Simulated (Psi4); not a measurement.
Pair of molecules, SMILES O=C=O with SMILES F[Si](F)(F)F, pulled apart as rigid monomers along the line of their centres of mass from the B3LYP-D3(BJ)/def2-TZVP minimum (SMILES order as in the coordinates).
Starting geometry (charge 0, multiplicity 1):
```xyz
8

O      0.86699    -0.27905    -0.66583
C      0.03999     0.04392     0.07757
O     -0.79158     0.36872     0.81992
F     -0.35796     1.49476     3.75355
Si    -0.02952    -0.02392     3.94813
F     -1.30281    -0.89580     3.68194
F      1.11884    -0.44865     2.96404
F      0.45610    -0.25998     5.42067
```

Calculation: Psi4 with SAPT0/jun-cc-pV(D+d)Z.

```tsv
O3···Si5 (Å)	electrostatics (kcal/mol)	exchange (kcal/mol)	induction (kcal/mol)	dispersion (kcal/mol)	total
2.99	(withheld)	5.40	-0.69	-1.72	-0.89
3.24	-2.24	(withheld)	-0.31	-1.09	-1.39
4.19	-0.50	0.07	-0.03	-0.24	-0.69
```

Complete the blanks.


- 3.24, exchange (kcal/mol): 2.27
- 2.99, electrostatics (kcal/mol): -3.87
